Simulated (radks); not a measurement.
The numbers below are computed, except where a source is named.
Spherical quantum dot in the effective-mass picture: electrons in a parabolic well V = omega^2 r^2 / 2 with omega = 1.58, all in effective atomic units (hartree* = m*/eps^2 hartree, bohr* = eps/m* bohr), one dielectric constant everywhere. Level of theory: non-relativistic Kohn-Sham, PBEsol, spin-polarised, spherical densities (a radial shooting solver with Libxc functionals). Levels are named by radial order and angular momentum (1s, 1p, 1d, 2s, ...), and open shells are averaged over m.

N = 21, configuration 1s2 1p6 1d10 2s2 1f(up 1, down 0). This is the lowest configuration that the search found. Occupied and some empty levels:

| level | occupation | eigenvalue (hartree*) | <r> (bohr*) |
|---|---|---|---|
| 1s up | 1 | 14.441 | 1.284 |
| 1s down | 1 | 14.450 | 1.279 |
| 1p up | 3 | 15.224 | 1.606 |
| 1p down | 3 | 15.238 | 1.602 |
| 1d up | 5 | 16.110 | 1.836 |
| 1d down | 5 | 16.128 | 1.833 |
| 2s up | 1 | 16.306 | 1.602 |
| 2s down | 1 | 16.320 | 1.603 |
| 1f up | 1 | 17.084 | 2.019 |
| 1f down | 0 | 17.104 | 2.018 |
| 2p up | 0 | 17.372 | 1.808 |
| 2p down | 0 | 17.385 | 1.810 |
| 1g up | 0 | 18.134 | 2.176 |
| 1g down | 0 | 18.155 | 2.176 |
| 2d up | 0 | 18.483 | 2.000 |
| 2d down | 0 | 18.497 | 2.001 |

Energy (hartree*): total 218.986, kinetic 31.418, external 83.712, Hartree 115.88, exchange-correlation -12.021.

Electron density:

| r (bohr*) | n(r) (e/bohr*^3) |
|---|---|
| 0.161 | 0.7107 |
| 0.431 | 0.6250 |
| 0.700 | 0.5342 |
| 0.970 | 0.4976 |
| 1.24 | 0.5021 |
| 1.51 | 0.4823 |
| 1.78 | 0.3931 |
| 2.05 | 0.2557 |
| 2.32 | 0.1277 |
| 2.59 | 0.04831 |
| 2.86 | 0.01376 |
| 3.12 | 0.002999 |
| 3.40 | 0.0004927 |
